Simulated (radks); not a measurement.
Excited configurations of the nickel ion Ni+: one electron is placed in a higher orbital outside [Ar] 3d8. The ground configuration is [Ar] 3d9. Method: non-relativistic Kohn-Sham, PBE, spin-polarised, spherical densities, point nucleus; open shells are filled with parallel spins first; computed with a radial shooting solver on a logarithmic mesh with Libxc functionals. Excitation = E - E(ground); binding = E(ion) - E, where the ion is the core of charge +2; n* = 2/sqrt(2 binding) in atomic units, and the quantum defect is n - n*.

[
 {"outer orbital": "4p", "excitation (eV)": "7.733", "binding (eV)": "11.964", "eigenvalue (eV)": "-8.829", "<r> (bohr)": "3.174"},
 {"outer orbital": "4d", "excitation (eV)": "13.572", "binding (eV)": "6.124", "eigenvalue (eV)": "-4.459", "<r> (bohr)": "5.385"},
 {"outer orbital": "5s", "excitation (eV)": "12.414", "binding (eV)": "7.282", "eigenvalue (eV)": "-5.812", "<r> (bohr)": "5.880"},
 {"outer orbital": "5d", "excitation (eV)": "16.015", "binding (eV)": "3.681", "eigenvalue (eV)": "-2.835", "<r> (bohr)": "10.24"},
 {"outer orbital": "5f", "excitation (eV)": "17.286", "binding (eV)": "2.410", "eigenvalue (eV)": "-1.870", "<r> (bohr)": "14.79"},
 {"outer orbital": "6d", "excitation (eV)": "17.265", "binding (eV)": "2.431", "eigenvalue (eV)": "-1.942", "<r> (bohr)": "16.39"},
 {"outer orbital": "6f", "excitation (eV)": "17.973", "binding (eV)": "1.723", "eigenvalue (eV)": "-1.373", "<r> (bohr)": "22.25"},
 {"outer orbital": "7d", "excitation (eV)": "17.975", "binding (eV)": "1.721", "eigenvalue (eV)": "-1.403", "<r> (bohr)": "23.93"},
 {"outer orbital": "7f", "excitation (eV)": "18.404", "binding (eV)": "1.292", "eigenvalue (eV)": "-1.052", "<r> (bohr)": "31.01"}
]

The Delta-SCF ionisation energy is 19.696 eV (NIST Atomic Spectra Database: 18.169 eV, measured). Self-interaction in the functional shifts the binding energies and quantum defects, so they are the method's values and not measured ones. Open shells are spherical and high-spin; term and fine-structure splittings are not resolved.
